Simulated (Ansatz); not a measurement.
Two isomers of C3H6ClFSi: A = `C/C(Cl)=C(\F)[SiH3]`, B = `C[C@]1(Cl)[SiH2][C@@H]1F`.

Gas-phase electronic energies from Ansatz, PBE0-D4/def2-TZVP geometries. CBS: MP2 limit from def2 TZ/QZ plus the TZ coupled-cluster correction, frozen cores. DFT in def2-TZVPP. B3LYP here is the variant with VWN-RPA as its local correlation; programs differ in this.

A:

Z-matrix (Å, degrees):
```
C
C 1 1.482
H 1 1.089 2 110.2
H 1 1.093 2 110.5 3 -120.6
H 1 1.093 2 110.5 3 120.6
Cl 2 1.731 1 116.1 3 -180.0
C 2 1.332 1 127.1 3 0.0
F 7 1.355 2 117.4 1 0.0
Si 7 1.881 2 126.7 1 -180.0
H 9 1.484 7 110.4 2 -60.8
H 9 1.483 7 106.5 2 179.8
H 9 1.484 7 110.4 2 60.4
```

B:

Z-matrix (Å, degrees):
```
C
C 1 1.505
H 1 1.093 2 110.7
H 1 1.090 2 110.4 3 -120.3
H 1 1.093 2 110.4 3 119.2
Cl 2 1.774 1 112.6 3 179.7
Si 2 1.876 1 117.9 3 29.9
C 2 1.525 1 116.0 3 -45.3
H 7 1.476 2 121.4 1 151.4
H 7 1.477 2 115.6 1 0.4
F 8 1.367 2 117.1 1 -8.6
H 8 1.088 2 113.8 1 -140.3
```

(1) Which is lower in electronic energy at CCSD(T)/CBS, and by how much? (Estimate.)

(2) Give E(B) − E(A) in kcal/mol with ωB97M-V, B2PLYP, CCSD(T)/def2-TZVPP, PBE-D4, B3LYP-D4, CCSD/def2-TZVPP, PBE0-D4. (Estimate.)

Largest T1 diagnostic: 0.012.

Results:

(1) Ansatz gave: A, by 16.8 kcal/mol.

(2) The calculation gave: ωB97M-V 16.1, B2PLYP 18.5, CCSD(T)/def2-TZVPP 17.4, PBE-D4 15.2, B3LYP-D4 19.0, CCSD/def2-TZVPP 17.6, PBE0-D4 14.6. None reverses the order clearly.

In def2-TZVPP, CCSD(T) changes the Hartree–Fock value by −5.4 kcal/mol (the triples alone add −0.2 kcal/mol) and MP2 by −7.0 kcal/mol.
